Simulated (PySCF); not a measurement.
**Electron correlation in In (indium, neutral)**

[Kr] 4d10 5s1 5p1 5d1, one real determinant (an excited configuration). All numbers are calculated (PySCF 2.14, the spin-free X2C one-electron Hamiltonian (Gaussian nucleus), in x2c-TZVPPall with one added diffuse shell each of s, p, d, f type (9s7p5d3f, 76 functions)). Frozen: [Kr] 4d10; 3 electrons correlated.

| level | correlation energy (mhartree) |
| --- | --- |
| CCSD | -10.98 |
| (T) | -1.13 |
| CCSD(T) | -12.11 |

Diagnostics: T1 = 0.028, D1 = 0.0646, largest double amplitude 0.306.

Q: Is a single reference adequate?

A: Not fully. The real determinant used has ⟨L²⟩ near 8 against 12 for a pure F term, so it mixes terms. The outer electron is Rydberg-like, and this basis confines it to a smaller radius and binds it less than a complete one would. A double-excitation amplitude exceeds 0.15, a sign of near-degeneracy.

The reference is one real determinant that mixes LS terms of this configuration.
